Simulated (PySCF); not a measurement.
## Ho³⁰⁺: ionisation energy

Ho³⁰⁺ [Kr] 4d1 [4d3/2^1, M_J = 3/2] → Ho³¹⁺ [Kr], as a difference of total energies. Calculation: PySCF 2.14, in an even-tempered Gaussian basis (17 s from 2.8 bohr⁻², ratio 2.8; 14 p from 3.6 bohr⁻², ratio 2.8; 9 d from 3.6 bohr⁻², ratio 2.8; 3 f from 13 bohr⁻², ratio 3); the two-component X2C-1e Hamiltonian. Correlated levels: [Ar] 3d10 frozen; the 98 highest virtual spinors dropped. "Screened" scales the spin-orbit matrix elements by Boettger's factors to mimic the two-electron term; Breit and QED terms are absent.

| method | ionisation energy (eV) |
| --- | --- |
| GHF (spin-free) | 1116.2 |
| GMP2 (spin-free) | 1116.4 |
| GHF (screened spin-orbit) | 1122.9 |
| GMP2 (screened spin-orbit) | 1123.0 |

Breit and QED terms and the two-electron picture change are absent.

The spin-free rows lack the spin-orbit shift.

For comparison: 1122 ± 4 eV (theoretical estimate listed by NIST; NIST Atomic Spectra Database, ionization energies).
